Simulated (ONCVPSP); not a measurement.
hafnium (Hf): one change to an ONCV potential, before and after

- Element: hafnium (Hf)
- Generator: ONCVPSP 4.0.1
- Type: optimised norm-conserving Vanderbilt (ONCV)
- Functional: PBEsol
- Relativity: fully relativistic
- Frozen core: [Kr] 4d10 4f14
- Valence charge: 12
- Reference configuration: 5s2 5p6 5d1 (charge +3)
- Partial waves: 5s: rc 1.65 bohr, ncon 3, nbas 7, qcut 7.3 1/bohr, 2 projectors, debl 1.1 Ha; 5p: rc 1.80 bohr, ncon 4, nbas 7, qcut 6.1 1/bohr, 2 projectors, debl 3.9 Ha; 5d: rc 2.65 bohr, ncon 4, nbas 9, qcut 5.9 1/bohr, 3 projectors, debl 0.8 Ha
- Local potential: polynomial inside 1.20 bohr (lpopt 4, dvloc0 6 Ha)
- Core correction: Teter function, fcfact 3.75, rcfact 1.65

Open shells are filled in proportion to 2j + 1.

In the s channel the program set the typed energies aside and used -3.459, 0.250 Ha. In the d channel the program set the typed energies aside and used -0.985, 0.250, 1.050 Ha (j = l + 1/2; the other j can differ).

All-electron outer shells of the reference configuration (PBEsol, scalar-relativistic, ld1.x):

```tsv
shell	level (eV)	outermost node (bohr)	outermost maximum (bohr)
5p	-62.55	0.60	1.16
4f	-44.19	–	0.45
5d	-27.10	0.66	1.57
```

Change: s: qcut 8.1.

Cutoffs: the cutoffs (Ha) at which the residual kinetic energy of the hardest occupied pseudo-wave falls to 1 and 0.1 mHa per electron; they do not see the model core or the augmentation charge, which bear on the density cutoff. Errors are all-electron minus pseudo energies relative to the spin-unpolarised reference configuration.

Problem. Predict the effect on cutoff, ghosts and configuration errors.

Solution. The potential gets harder (19 Ha and 22 Ha → 22 Ha and 26 Ha); the errors of the 4 common tests hardly move; neither file shows a bound ghost. The waves are optimised to have the least kinetic energy above qcut, so the cutoff follows it (qcut²/2 in Ha).

| quantity | base | changed |
| --- | --- | --- |
| cutoff, loose | 19 Ha | 22 Ha |
| cutoff, tight | 22 Ha | 26 Ha |
| loose cutoff by channel | s 19 Ha, p 13 Ha, d 11 Ha | s 22 Ha, p 13 Ha, d 11 Ha |
| bound ghosts | none | none |
| GHOST(+) flags under 300 eV | none | none |
| error for 5s2 5p6 5d2 6s2, meV [ΔE -43.94 eV] | -50 | -49 |
| error for 5s2 5p6 5d2 6s1, meV [ΔE -35.93 eV] | -56 | -56 |
| error for 5s2 5p6 5d2, meV [ΔE -21.76 eV] | -46 | -46 |
| error for 5s1 5p6 5d2 6s2, meV [ΔE 29.09 eV] | -255 | -219 |
| s: phases at 1.68 bohr within 0.05 rad from the reference energy up to (Ha; the scan ends near 5) | to the end of the scan | to the end of the scan |
| p3/2: phases at 1.82 bohr within 0.05 rad from the reference energy up to (Ha; the scan ends near 5) | to the end of the scan | to the end of the scan |
| p1/2: phases at 1.82 bohr within 0.05 rad from the reference energy up to (Ha; the scan ends near 5) | to the end of the scan | to the end of the scan |
| d5/2: phases at 2.69 bohr within 0.05 rad from the reference energy up to (Ha; the scan ends near 5) | 4.0 | 4.0 |
| d3/2: phases at 2.69 bohr within 0.05 rad from the reference energy up to (Ha; the scan ends near 5) | 4.2 | 4.2 |
| rms error of d²Exc/dni dnj with the model core, mHa | 2.29 | 2.40 |
